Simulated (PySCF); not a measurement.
Isomers of C7H5ClO2. Method used: PBE0-D3(BJ)/def2-SVP geometry optimisation, gas phase in PySCF. One conformer each; no zero-point energy, no entropy. No frequencies were run at this level. Point groups hold within 0.08 Å.

Task: Order them by energy at this level, lowest first, and give relative energies in kJ/mol.
A. `[O:1]=[C:2]([OH:3])[c:4]1[cH:5][cH:6][c:7]([Cl:8])[cH:9][cH:10]1` with O1–C2–O3–H 0°, O1–C2–C4–C5 179°
B. `[O:1]=[c:2]1[cH:3][cH:4][c:5]([OH:6])[cH:7][cH:8][c:9]1[Cl:10]` with C4–C5–O6–H 180°

Result: A (0.0), B (189.2).

```json
{"SMILES": "O=C(O)c1ccc(Cl)cc1", "E (Eh)": "-879.37157", "E rel (kJ/mol)": "0.0", "dipole (D)": "1.44", "point group": "Cs", "A, B, C (MHz)": "3883, 555.1, 485.7"}
{"SMILES": "O=c1ccc(O)ccc1Cl", "E (Eh)": "-879.29949", "E rel (kJ/mol)": "189.2", "dipole (D)": "5.97", "point group": "Cs", "A, B, C (MHz)": "2347, 763.8, 576.3"}
```
